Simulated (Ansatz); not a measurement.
Stepwise reaction of `[OH][Ge]([OH])([F])[F]` with hydrogen, as a gas-phase model of exchange steps in deposition or etching. ΔE in kJ/mol; ΔG adds harmonic PBE0-D4 terms to CCSD(T)/CBS, at 1 bar.

Isolated molecules relaxed with PBE0-D4/def2-TZVP in Ansatz; ΔE leaves out vibrations. CBS: MP2 limit from def2 TZ/QZ plus the TZ coupled-cluster correction, frozen cores. This one scheme is used for every species. DFT in def2-TZVPP. B3LYP here is the variant with VWN-RPA as its local correlation; programs differ in this. For Ge outer-core shells are correlated without core-valence functions, which leaves a few kJ/mol of doubt a bond. Scalar relativity is left out up to krypton. One conformer a species, not always the lowest.

```csv
step,reaction,PBE-D4,B3LYP-D4,ωB97M-V,CCSD(T)/CBS,ΔG(500 K)
1,`[OH][Ge]([OH])([F])[F]` + H₂ → `[OH][GeH]([F])[F]` + H₂O,12.1,14.1,15.3,14.2,10.7
2,`[OH][GeH]([F])[F]` + H₂ → `[F][GeH2][F]` + H₂O,27.9,29.6,30.7,29.1,30.8
```

**Question.** By hand: ΔE of the 2 steps together at CCSD(T)/CBS.

**Answer.** (14.2) + (29.1) = 43.3 kJ/mol, or 21.6 kJ/mol a step.

In ΔE each step is higher than the one before. All are uphill at CCSD(T)/CBS. ΔG lies between 10.7 and 30.8 kJ/mol a step. PBE-D4 differs from CCSD(T)/CBS by -2.1 to -1.2 kJ/mol a step. Isolated molecules leave out the surface, adducts and barriers. Largest T1 diagnostic: 0.012.
